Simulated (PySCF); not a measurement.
**Correlation energy of Rb(2+) (rubidium, charge +2)**

[Ar] 3d10 4s2 4p5, 2P determinant. Calculation: PySCF 2.14, in x2c-SVPall (6s4p5d1f, 50 functions); the spin-free X2C one-electron Hamiltonian (Gaussian nucleus). Frozen: [Ar] 3d10 4s2; 5 electrons correlated.

Total MP2 correlation energy: -56.65 mhartree.

Same-spin part -17.11 and opposite-spin part -39.54 mhartree; SCS-MP2 scales them by 1/3 and 6/5 to -53.15 mhartree.

| level | correlation energy (mhartree) |
| --- | --- |
| CCSD | -63.83 |
| (T) | -0.79 |
| CCSD(T) | -64.62 |

Diagnostics: T1 = 0.00070, D1 = 0.0011, largest double amplitude 0.021.

Cost of the coupled-cluster step: 0.62 s of wall time on 1 thread of Neoverse-V1 (shared host), for 5 correlated electrons.
